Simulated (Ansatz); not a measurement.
Cd₅NiSe₄Cl₄, relaxed as a singlet with RKS r2SCAN-D4/def2-SVP in Ansatz, starting from the r2SCAN-D4/def2-SVP geometry of the neutral triplet. Force threshold 0.03 eV/Å.

In the def2 sets Cd takes a core potential; there is no spin–orbit coupling. The restricted singlet is unstable towards broken spin symmetry at other levels; at r2SCAN-D4/def2-SVP this wasn't settled. At r2SCAN-D4/def2-SVP a triplet of charge 0 lies 0.05 eV below the restricted singlet, each at its own geometry.

Start:

```tsv
atom	x (Å)	y (Å)	z (Å)
Se1	-0.982	0.603	2.908
Se2	2.861	-0.598	-0.070
Se3	-0.934	1.553	-1.284
Se4	-1.532	-2.844	-0.565
Ni5	-0.726	1.969	0.977
Cd6	1.733	1.489	-1.354
Cd7	1.425	0.074	1.979
Cd8	-1.442	-1.577	1.666
Cd9	0.936	-2.217	-0.304
Cd10	-2.310	-0.588	-1.778
Cl11	1.386	2.777	1.254
Cl12	3.016	2.757	-2.849
Cl13	0.867	-2.676	2.429
Cl14	-4.298	-0.723	-3.009
```

| step | energy (eV) | largest force component (eV/Å) | SCF passes |
| --- | --- | --- | --- |
| 1 | -375320.4562 | 0.813 | 56 |
| 2 | -375320.7638 | 0.628 | 40 |
| 3 | -375320.9998 | 0.813 | 38 |
| 4 | -375321.1825 | 0.541 | 34 |
| 5 | -375321.2900 | 0.270 | 33 |
| 6 | -375321.3471 | 0.189 | 32 |
| 7 | -375321.3684 | 0.077 | 26 |
| 8 | -375321.3797 | 0.086 | 26 |
| 9 | -375321.3905 | 0.099 | 25 |
| 10 | -375321.3984 | 0.096 | 25 |
| 11 | -375321.4039 | 0.083 | 25 |
| 15 | -375321.4223 | 0.047 | 25 |
| 19 | -375321.4319 | 0.056 | 26 |
| 23 | -375321.4383 | 0.057 | 26 |
| 27 | -375321.5079 | 0.177 | 25 |
| 31 | -375321.6987 | 0.114 | 29 |
| 35 | -375321.7265 | 0.048 | 25 |
| 39 | -375321.7434 | 0.134 | 26 |
| 43 | -375321.7793 | 0.145 | 26 |
| 47 | -375321.8146 | 0.106 | 26 |
| 51 | -375321.8403 | 0.158 | 32 |
| 55 | -375321.9411 | 0.217 | 28 |
| 59 | -375321.9944 | 0.040 | 26 |
| 60 | -375321.9955 | 0.027 | 25 |

Force components are those of the run's own axes.

End:

```xyz
14

Se   -0.587    0.757    2.804
Se    2.650   -1.092   -0.588
Se   -3.168    1.931    0.639
Se   -2.121   -2.591   -0.217
Ni   -0.996    1.837    0.853
Cd    1.862    1.018   -1.957
Cd    1.511   -0.165    1.551
Cd   -1.333   -1.615    2.047
Cd    0.330   -2.122   -0.823
Cd   -2.263    0.031   -0.762
Cl    1.117    2.365    0.284
Cl    2.565    2.517   -3.596
Cl    0.927   -2.733    2.423
Cl   -0.493   -0.140   -2.660
```

Bonds lost: Se3–Cd6, Cd9–Cl13 (atoms count from 1). Bonds formed: Cd6–Cl14, Cd9–Cl14 (atoms count from 1). Metal–metal contacts that move far: Ni5–Cd10 4.08 to 2.73 Å.

No frequencies were taken in this run, so the end may be a saddle point.

Hardware: 2 threads of AMD EPYC 7R13 on a shared host and a share (18 GiB) of an NVIDIA H100 80GB HBM3. Wall time 6.1 min, peak host memory 1.1 GiB.
